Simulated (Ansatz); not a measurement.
Gas-phase electronic energies from Ansatz, PBE0-D4/def2-TZVP geometries. CCSD(T)/CBS adds triple-zeta CCSD(T) − MP2 to the extrapolated MP2 energy (def2 sets, frozen cores). This one scheme is used for every species. Functionals use def2-TZVPP. Each species was taken in one conformer, which may not be the lowest.

Consider the formal exchange of groups at a C–Cl bond: `CCCCl` + `[BH2][AlH2]` → `CCC[BH][AlH2]` + HCl.

`CCCCl`:

Z-matrix (Å, degrees):
```
C
C 1 1.517
H 1 1.091 2 111.0
H 1 1.092 2 111.0 3 120.1
H 1 1.094 2 111.1 3 -120.0
C 2 1.511 1 114.0 3 61.1
H 2 1.094 1 110.4 3 -61.9
H 2 1.097 1 109.9 3 -179.2
Cl 6 1.790 2 112.2 1 -64.7
H 6 1.089 2 111.6 1 176.4
H 6 1.091 2 111.6 1 54.3
```

`[BH2][AlH2]`:

```xyz
6

B     0.142    0.196    1.087
Al   -0.128   -0.177   -0.977
H     0.390   -0.671    1.879
H     0.061    1.294    1.567
H     1.104   -0.133   -1.987
H    -1.570   -0.509   -1.569
```

`CCC[BH][AlH2]`:

Z-matrix (Å, degrees):
```
C
C 1 1.519
H 1 1.094 2 110.9
H 1 1.096 2 111.4 3 -119.0
H 1 1.092 2 111.9 3 120.5
C 2 1.524 1 112.2 3 61.0
H 2 1.098 1 109.6 3 -177.5
H 2 1.095 1 109.2 3 -62.0
B 6 1.557 2 118.8 1 68.8
H 6 1.108 2 110.3 1 -175.5
H 6 1.099 2 111.0 1 -62.0
Al 9 2.130 6 125.5 2 12.7
H 9 1.206 6 115.4 2 -170.8
H 12 1.597 9 122.1 6 83.1
H 12 1.597 9 121.3 6 -98.2
```

HCl:

```xyz
2

Cl   -0.505    0.362   -0.149
H     0.505   -0.362    0.149
```

| species | revPBE-D4 energy (Eh) |
| --- | --- |
| `CCCCl` | -578.69911 |
| `[BH2][AlH2]` | -269.56866 |
| `CCC[BH][AlH2]` | -387.55384 |
| HCl | -460.73668 |

Task: Work out ΔE.

Result: ΔE = (-387.55384) + (-460.73668) − (-578.69911) − (-269.56866) = -0.02275 Eh = -59.7 kJ/mol. CCSD(T)/CBS gives -56.6 kJ/mol.

Task: What do rigid-rotor, harmonic-oscillator terms from PBE0-D4/def2-TZVP frequencies (298.15 K, 1 bar) make of the CCSD(T)/CBS value? (Estimate.)

Result: Ansatz gave: ΔZPE = -6.1 kJ/mol, ΔH = -59.8 kJ/mol, ΔS = -7 J/(mol·K), ΔG = -57.9 kJ/mol. Modes under 50 cm⁻¹ make the entropy rough.

Largest T1 diagnostic among the species: 0.010.

At CCSD(T), def2-SVP lies −5.0 kJ/mol from the extrapolated value and def2-TZVPP −1.0 kJ/mol. The D4 term adds −6.0 kJ/mol with B3LYP and −3.7 kJ/mol with PBE0; it sums over pairs of atoms, weighted by their polarisabilities, and B3LYP, whose exchange is more repulsive, gets the larger term. In def2-TZVPP, CCSD(T) changes the Hartree–Fock value by −19.3 kJ/mol (the triples alone add −1.4 kJ/mol) and MP2 by −20.1 kJ/mol.

B3LYP here is the variant with VWN-RPA as its local correlation; programs differ in this.
